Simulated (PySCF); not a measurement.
**Correlation energy of Cr (chromium, neutral)**

[Ar] 3d4 4s2, high-spin 5D determinant (an excited configuration). Calculation: PySCF 2.14, in ANO-RCC-VTZP (6s5p3d2f1g, 59 functions); scalar relativity by spin-free X2C-1e. Frozen: [Ar]; 6 electrons correlated.

```csv
level,correlation energy (mhartree)
CCSD,-103.24
(T),-3.28
CCSD(T),-106.52
```

Diagnostics: T1 = 0.021, D1 = 0.0608, largest double amplitude 0.122.

Task: Is a single reference adequate?

Result: Mostly. T1 lies below 0.03, but a double amplitude of this size points to a near-degeneracy that CCSD handles and MP2 describes poorly.
